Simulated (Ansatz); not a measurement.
A series at Ti: from `[SH][Ti]([SH])([SH])[SH]`, ligands are replaced one by one, each step taking up HCl and setting free H₂S; n counts the steps. Ansatz, PBE0-D4/def2-TZVP geometries. Each molecule was computed in one conformer, which needn't be the lowest.

```csv
n,molecule,"HOMO energy, ωB97M-V/def2-TZVPP (eV)"
0,`[SH][Ti]([SH])([SH])[SH]`,-9.92
1,`[SH][Ti]([SH])([SH])[Cl]`,-10.11
2,`[SH][Ti]([SH])([Cl])[Cl]`,-10.24
3,`[SH][Ti]([Cl])([Cl])[Cl]`,-10.43
4,`[Cl][Ti]([Cl])([Cl])[Cl]`,?
```

Question: By hand: fit a straight line y = ȳ + b (n − n̄) to the 4 given rows and predict n = 4.

Answer: n̄ = 1.500, ȳ = -10.175; Σ(n − n̄)(y − ȳ) = -0.830, Σ(n − n̄)² = 5.000, so b = -0.166 eV a step. Prediction: -10.175 + (-0.166) × (2.500) = -10.59 eV.

Question: By hand: compare with the computed value, -11.80 eV, and give the steps along the whole series.

Answer: The line misses by -1.21 eV (computed minus predicted). Steps: -0.19, -0.13, -0.19, -1.37 eV.

One step carries most of the change, so a line is a poor guide. The highest orbital can change its character along such a series. The miss is 64.4 % of the series' range.
